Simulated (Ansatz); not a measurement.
Compare A (`C=C[SiH2]N`) with its isomer B (`C/C=N\[SiH3]`).

Computed with Ansatz on PBE0-D4/def2-TZVP structures; ΔE is electronic, products minus reactants. CCSD(T)/CBS adds triple-zeta CCSD(T) − MP2 to the extrapolated MP2 energy (def2 sets, frozen cores). DFT in def2-TZVPP. B3LYP here is the variant with VWN-RPA as its local correlation; programs differ in this. Each species was taken in one conformer, which may not be the lowest.

A:

```xyz
11

C     0.913   -1.138   -1.017
C     1.202   -0.192   -0.129
Si   -0.101    0.813    0.748
N    -1.717    0.425    0.327
H     1.679   -1.719   -1.524
H    -0.117   -1.371   -1.276
H     2.252    0.001    0.093
H     0.122    2.251    0.432
H     0.054    0.606    2.214
H    -2.166   -0.404    0.676
H    -2.120    0.729   -0.543
```

B:

```xyz
11

C     0.363    0.990    1.191
C    -0.805    0.129    0.833
N    -0.953   -0.619   -0.168
Si    0.065   -0.980   -1.518
H     0.038    2.031    1.282
H     0.747    0.699    2.175
H     1.167    0.926    0.458
H    -1.631    0.175    1.561
H     1.397   -0.302   -1.563
H    -0.685   -0.602   -2.742
H     0.297   -2.446   -1.509
```

(1) Which is lower in electronic energy at CCSD(T)/CBS, and by how much? (An estimate is asked.)

(2) Give E(B) − E(A) in kcal/mol with CCSD(T)/def2-SVP, MP2/def2-TZVPP, B2PLYP, B3LYP-D4, PBE0-D4, r2SCAN-D4, ωB97M-V. (Best estimate.)

(3) Does the order hold for the free energy at 298.15 K (harmonic terms from PBE0-D4)? (Best estimate.)

Largest T1 diagnostic: 0.013.

Answers

(1) The calculation gave: A, by 13.0 kcal/mol.

(2) Ansatz gave: CCSD(T)/def2-SVP 6.7, MP2/def2-TZVPP 12.3, B2PLYP 10.9, B3LYP-D4 10.3, PBE0-D4 10.7, r2SCAN-D4 10.6, ωB97M-V 12.0. None reverses the order clearly.

(3) Ansatz gave: Yes: G(B) − G(A) = +12.1 kcal/mol, for one conformer each.

In def2-TZVPP, CCSD(T) changes the Hartree–Fock value by +1.2 kcal/mol (the triples alone add −0.2 kcal/mol) and MP2 by +1.8 kcal/mol. Leaving LDA and LC-ωPBE aside and taking each functional with its dispersion term where it has one, the values, not all of them listed here, spread over 3.4 kcal/mol, from revPBE-D4 to ωB97M-V.
